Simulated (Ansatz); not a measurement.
BMe2(iPr) (C5H13B), relaxed as a singlet with RKS PBE-D4/def2-SVP in Ansatz, starting from the GFN2-xTB geometry. Force threshold 0.02 eV/Å.

Start:

```xyz
19

B     0.017   -0.538   -0.589
C    -0.978   -1.271   -1.567
H    -1.592   -0.571   -2.132
H    -1.677   -1.869   -0.980
H    -0.498   -1.945   -2.273
C     1.523   -0.990   -0.513
H     2.069   -0.507   -1.325
H     1.649   -2.061   -0.662
H     2.029   -0.716    0.410
C    -0.529    0.647    0.333
C     0.352    1.901    0.265
C    -0.618    0.170    1.792
H    -1.540    0.945    0.033
H     0.394    2.283   -0.754
H     1.366    1.679    0.588
H    -0.046    2.685    0.908
H    -1.023    0.957    2.426
H    -1.263   -0.702    1.872
H     0.366   -0.098    2.168
```

Estimate the energy that the relaxation releases and the steps that it takes.

0.13 eV, in 5 steps; 7.5 s on 4 threads of Arm Neoverse V1 on a shared host. No frequencies were taken in this run, so the end may be a saddle point.

Does the start keep its bonding and symmetry?

By distances, no bond broke or formed. The bond that changes most is C6–H7, from 1.09 to 1.12 Å (atoms count from 1).

Predict the relaxed structure.


| atom | x (Å) | y (Å) | z (Å) |
| --- | --- | --- | --- |
| B1 | 0.020 | -0.531 | -0.587 |
| C2 | -0.972 | -1.270 | -1.565 |
| H3 | -1.588 | -0.555 | -2.151 |
| H4 | -1.708 | -1.814 | -0.926 |
| H5 | -0.518 | -2.013 | -2.251 |
| C6 | 1.528 | -0.981 | -0.493 |
| H7 | 2.033 | -0.523 | -1.378 |
| H8 | 1.666 | -2.075 | -0.621 |
| H9 | 2.087 | -0.640 | 0.402 |
| C10 | -0.526 | 0.657 | 0.325 |
| C11 | 0.359 | 1.914 | 0.259 |
| C12 | -0.633 | 0.136 | 1.774 |
| H13 | -1.552 | 0.937 | -0.006 |
| H14 | 0.423 | 2.327 | -0.770 |
| H15 | 1.396 | 1.700 | 0.592 |
| H16 | -0.034 | 2.722 | 0.914 |
| H17 | -1.040 | 0.918 | 2.452 |
| H18 | -1.300 | -0.748 | 1.856 |
| H19 | 0.360 | -0.161 | 2.174 |
Bond lengths: 3 × B–C 1.58 to 1.59 Å; 2 × C–C 1.54 Å; 13 × C–H 1.11 to 1.12 Å.
